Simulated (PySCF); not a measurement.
PBE0 on Se (selenium, neutral), [Ar] 3d10 4s2 4p3 4d1, high-spin 5D determinant (an excited configuration). All numbers are calculated (PySCF 2.14, a scalar-relativistic core potential, in aug-cc-pwCVTZ-PP with ECP10MDF).

```
cycle= 1 E= -372.801849039152  delta_E= -0.0141  |g|= 0.0258  |ddm|= 0.339
cycle= 2 E= -372.801885778365  delta_E= -3.67e-05  |g|= 0.0112  |ddm|= 0.0626
cycle= 3 E= -372.801892524652  delta_E= -6.75e-06  |g|= 0.00471  |ddm|= 0.00603
cycle= 4 E= -372.801894313498  delta_E= -1.79e-06  |g|= 0.000163  |ddm|= 0.00254
cycle= 5 E= -372.801894317863  delta_E= -4.36e-09  |g|= 1.83e-05  |ddm|= 0.000205
cycle= 6 E= -372.80189431798  delta_E= -1.17e-10  |g|= 2.43e-06  |ddm|= 5.17e-05
converged SCF energy = -372.80189431798  <S^2> = 6.0005054  2S+1 = 5.0002021
```

Highest occupied orbital energy: 0.373 eV; ⟨L²⟩ = 6.01; populations by l: s 4.00, p 9.00, d 11.00, f 0.00.

(1) Can this result be used?

Results:

(1) Not for this state. The calculation finished and met its thresholds. Energies and moments cover only the electrons outside the core potential. The outer electron is Rydberg-like, and this basis confines it to a smaller radius and binds it less than a complete one would. At PBE0 the highest occupied level has a positive energy, so only the finite basis holds that electron; for this excited configuration the basis is too tight for the outer shell.
